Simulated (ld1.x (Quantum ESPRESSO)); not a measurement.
# u(r) = r·R(r): atom against pseudo-atom (S (Z = 16))

Columns: radius, all-electron u(r) and pseudo u(r) of the 3s shell (level -17.26 eV) of sulfur in the configuration [Ne] 3s2 3p4; PBE, scalar-relativistic, TM scheme, ld1.x (Quantum ESPRESSO) 7.5.

| r (bohr) | all-electron | pseudo |
| --- | --- | --- |
| 0.075 | 0.1826 | 0.0271 |
| 0.150 | -0.0798 | 0.0553 |
| 0.225 | -0.3053 | 0.0853 |
| 0.300 | -0.4019 | 0.1183 |
| 0.375 | -0.3848 | 0.1553 |
| 0.450 | -0.2911 | 0.1974 |
| 0.525 | -0.1546 | 0.2455 |
| 0.600 | -0.0005 | 0.3002 |
| 0.675 | 0.1541 | 0.3616 |
| 0.750 | 0.2988 | 0.4288 |
| 0.825 | 0.4277 | 0.5001 |
| 0.900 | 0.5381 | 0.5726 |
| 0.975 | 0.6296 | 0.6423 |
| 1.050 | 0.7029 | 0.7053 |
| 1.125 | 0.7590 | 0.7580 |
| 1.200 | 0.7992 | 0.7980 |
| 1.275 | 0.8252 | 0.8247 |
| 1.350 | 0.8389 | 0.8388 |
| 1.425 | 0.8420 | 0.8420 |
| 1.500 | 0.8363 | 0.8363 |
| 1.575 | 0.8235 | 0.8235 |
| 1.650 | 0.8047 | 0.8047 |
| 1.725 | 0.7815 | 0.7815 |
| 1.800 | 0.7548 | 0.7548 |
| 1.875 | 0.7255 | 0.7255 |
| 1.950 | 0.6945 | 0.6945 |

**Question.** How many radial nodes do the two functions have?

**Answer.** The all-electron 3s function has n − l − 1 = 2; the pseudo-wave has 0, since the states of the same l below it are removed with the core.

**Question.** At about which radius was the pseudo-wave matched?

**Answer.** 1.50 bohr. The columns agree to 0.0005 from 1.35 bohr on; several derivatives are matched, so the curves merge somewhat inside the radius.

**Question.** Where does each function peak?

**Answer.** Outermost all-electron maximum near 1.43 bohr, pseudo maximum near 1.43 bohr (to the table’s step).

**Question.** Is the pseudo-wave norm-conserving?

**Answer.** Yes: the TM scheme keeps the norm inside the radius equal to the all-electron one, which fixes the energy derivative of the logarithmic derivative at the level.
